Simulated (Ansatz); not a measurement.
`CC(C)=CC(C)C` and `CC(C)=CBr` differ in one atom or group.

Ansatz, PBE0-D4/def2-TZVP geometries, multiplicity 1. Each molecule was computed in one conformer, which needn't be the lowest.

Scalar relativity is left out up to krypton. Spin–orbit coupling is left out; it splits and shifts lone-pair levels of the heavy atoms by tenths of an eV.

```tsv
property	`CC(C)=CC(C)C`
LUMO energy (PBE0/def2-TZVPP) / eV	0.78
HOMO energy (B3LYP/def2-TZVPP) / eV	-6.43
size of the dipole moment (ωB97M-V/def2-TZVPP) / D	0.38
LUMO energy (ωB97M-V/def2-TZVPP) / eV	2.59
HOMO–LUMO gap (PBE0/def2-TZVPP) / eV	7.42
HOMO energy (PBE0/def2-TZVPP) / eV	-6.63
```

Q: Give the same properties after the change, and the shifts. (Best estimate.)

A: Ansatz gave: 
```tsv
property	`CC(C)=CBr`	shift
LUMO energy (PBE0/def2-TZVPP) / eV	0.15	-0.63
HOMO energy (B3LYP/def2-TZVPP) / eV	-6.60	-0.17
size of the dipole moment (ωB97M-V/def2-TZVPP) / D	2.09	1.71
LUMO energy (ωB97M-V/def2-TZVPP) / eV	2.22	-0.37
HOMO–LUMO gap (PBE0/def2-TZVPP) / eV	6.97	-0.45
HOMO energy (PBE0/def2-TZVPP) / eV	-6.82	-0.19
```

With PBE0 the HOMO falls by 0.19 eV and the LUMO falls by 0.63 eV, so the gap narrows by about 0.44 eV. PBE moves the HOMO by -0.16 eV and ωB97M-V by -0.11 eV. Dipoles are sizes alone; their direction can turn.

Positive LUMOs are unbound, so they and the gaps depend on the basis.

B3LYP here is the variant with VWN-RPA as its local correlation; programs differ in this.
